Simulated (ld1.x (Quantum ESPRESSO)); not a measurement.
Mo (Z = 42), PAW: configuration errors across variants

```json
{"Element": "molybdenum", "Generator": "ld1.x (Quantum ESPRESSO) 7.5", "Type": "PAW", "Functional": "BLYP", "Relativity": "scalar-relativistic", "Frozen core": "[Kr]", "Valence charge": "6", "Reference configuration": "4d5 5s1 5p0", "Partial waves": "5s (bound): rcut 2.95, rcutus 3.30 bohr; 5s channel at 0.55 Ry: rcut 2.95, rcutus 3.30 bohr; 5p (bound, empty): rcut 3.80, rcutus 4.30 bohr; 5p channel at 5.25 Ry: rcut 3.80, rcutus 4.30 bohr; 4d (bound): rcut 2.20, rcutus 2.55 bohr; 4d channel at 1.9 Ry: rcut 2.20, rcutus 2.55 bohr", "Local potential": "all-electron potential smoothed inside 2.60 bohr (lloc = -1)", "Core correction": "Bessel-smoothed model core inside 2.35 bohr", "Augmentation charge": "BESSEL, radius 2.45 bohr"}
```

All-electron excitation energies from the reference (eV): (1) 4d5 5s0 5p0 6.935; (2) 4d4 5s0 5p0 22.338; (3) 4d3 5s0 5p0 48.994; (4) 4d5.5 5s0.5 5p0 0.323; (5) 4d4 5s2 5p0 0.119; (6) 4d5 5s0 5p1 3.162; (7) 4d5 5s0.5 5p0 2.728.

The overlap operator is not positive definite (basis up to 400 Ry) in “waves 5p (bound): rcut 3.80, rcutus 4.84 bohr; 5p channel at 5.25 Ry: rcut 3.80, rcutus 4.84 bohr”, “waves 5p (bound): rcut 3.80, rcutus 5.30 bohr; 5p channel at 5.25 Ry: rcut 3.80, rcutus 5.30 bohr”, “waves 5p (bound): rcut 3.80, rcutus 5.94 bohr; 5p channel at 5.25 Ry: rcut 3.80, rcutus 5.94 bohr”. Such files are unfit for use, however small their errors in these radial tests.

1 further variants failed, have other tests or too few solved ones, and are left out.

A true bound ghost makes a file unfit for plane-wave use even where its test errors are small: the radial tests pick states by their node count and pass the ghost by.

Errors AE − PS in meV (a dash: test not solved or not reliable):

| change | (1) | (2) | (3) | (4) | (5) | (6) | (7) | bound ghosts |
| --- | --- | --- | --- | --- | --- | --- | --- | --- |
| base | -3.2 | -70 | -457 | -6.1 | -25 | +0.1 | -1.0 | none |
| waves 5p (bound): rcut 2.70, rcutus 2.86 bohr; 5p channel at 5.25 Ry: rcut 2.70, rcutus 2.86 bohr | -3.2 | -70 | -457 | -6.1 | -25 | -0.7 | -1.0 | none |
| waves 5p (bound): rcut 3.32, rcutus 3.52 bohr; 5p channel at 5.25 Ry: rcut 3.32, rcutus 3.52 bohr | -3.2 | -70 | -457 | -6.1 | -25 | -0.9 | -1.0 | none |
| waves 5p (bound): rcut 3.74, rcutus 3.96 bohr; 5p channel at 5.25 Ry: rcut 3.74, rcutus 3.96 bohr | -3.2 | -70 | -457 | -6.1 | -25 | -0.9 | -1.0 | none |
| waves 5p (bound): rcut 3.80, rcutus 4.50 bohr; 5p channel at 5.25 Ry: rcut 3.80, rcutus 4.50 bohr | -3.2 | -70 | -457 | -6.1 | -25 | -7.2 | -1.0 | p |
| waves 5p (bound): rcut 3.80, rcutus 4.84 bohr; 5p channel at 5.25 Ry: rcut 3.80, rcutus 4.84 bohr | -3.2 | -70 | -457 | -6.1 | -25 | -6.8 | -1.0 | not determined (overlap not positive) |
| waves 5p (bound): rcut 3.80, rcutus 5.30 bohr; 5p channel at 5.25 Ry: rcut 3.80, rcutus 5.30 bohr | -3.2 | -70 | -457 | -6.1 | -25 | -6.6 | -1.0 | not determined (overlap not positive) |
| waves 5p (bound): rcut 3.80, rcutus 5.74 bohr; 5p channel at 5.25 Ry: rcut 3.80, rcutus 5.74 bohr | -3.2 | -70 | -457 | -6.1 | -25 | – | – | p |
| waves 5p (bound): rcut 3.80, rcutus 5.94 bohr; 5p channel at 5.25 Ry: rcut 3.80, rcutus 5.94 bohr | -3.2 | -70 | -457 | -6.1 | -25 | -15 | -1.0 | not determined (overlap not positive) |

(1) Give the same row for: waves 5p (bound): rcut 3.08, rcutus 3.26 bohr; 5p channel at 5.25 Ry: rcut 3.08, rcutus 3.26 bohr.

Results:

(1) -3.2, -70, -457, -6.1, -25, -0.8, -1.0; bound ghosts: none.
